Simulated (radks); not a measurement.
Problem. These are the eigenvalues of the occupied orbitals of an atom or ion with whole-number occupations (eV). Method: Dirac Kohn-Sham, PBE, spin-unpolarised, spherical densities, finite nucleus; Fermi nuclear charge, rms radius of each element as measured or else 0.836 A^(1/3) + 0.57 fm; computed with a radial shooting solver on a logarithmic mesh with Libxc functionals.

| orbital | eigenvalue |
|---|---|
| 1s1/2 | -27734.98 |
| 2s1/2 | -4151.460 |
| 2p1/2 | -3871.507 |
| 2p3/2 | -3660.633 |
| 3s1/2 | -787.6854 |
| 3p1/2 | -674.6989 |
| 3p3/2 | -636.6092 |
| 3d3/2 | -436.7846 |
| 3d5/2 | -428.9810 |
| 4s1/2 | -119.4023 |
| 4p1/2 | -82.5120 |
| 4p3/2 | -75.8641 |
| 4d3/2 | -18.9683 |
| 4d5/2 | -18.1093 |
| 5s1/2 | -8.0945 |
| 5p1/2 | -2.6409 |

Which element is it, and in what charge state? The configuration may be excited. Open shells, if any, fill j = l - 1/2 first.

Solution. Z = 49, indium, charge 0: In in [Kr] 4d10 5s2 5p1. The list shows which subshells hold electrons but not how many an open one holds; the 1s level, -1019.2 hartree, gives Z - s = 45.1 by -(Z - s)^2/2, which with screening and relativity narrows Z to a few neighbours, and the depths of the outer levels then fix element, charge and occupations together.
